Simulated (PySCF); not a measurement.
All values below come from ωB97X-D3(BJ)/def2-TZVP // B3LYP-D3(BJ)/def2-TZVP in PySCF. Gas-phase values, no solvent. Delta-SCF ions had no search for a lower state. Excitations are Tamm–Dancoff values on a coarser integration grid. The basis has no diffuse functions, so Rydberg states are missing or too high.

Reference species (SMILES): `[Br][Al]([CH3])[Br]` (neutral, multiplicity 1).

```json
{
  "HOMO": "-10.83 eV",
  "vertical ionisation energy (Delta-SCF)": "10.91 eV",
  "HOMO–LUMO gap": "11.57 eV",
  "S1–T1 gap (TDA)": "0.24 eV"
}
```

Changed species: `[Br][Al]([Br])[Br]` (0 of 3 Br replaced by CH3; the reference has 1 of 3 Br replaced by CH3).

Question: Give the shifts of the HOMO, vertical ionisation energy (Delta-SCF), HOMO–LUMO gap and S1–T1 gap (TDA).

Answer: the HOMO falls by 0.20 eV, to -11.03 eV; the vertical ionisation energy (Delta-SCF) goes up by 0.24 eV, to 11.15 eV; the HOMO–LUMO gap decreases by 0.17 eV, to 11.40 eV; the S1–T1 gap (TDA) rises by 0.08 eV, to 0.32 eV.
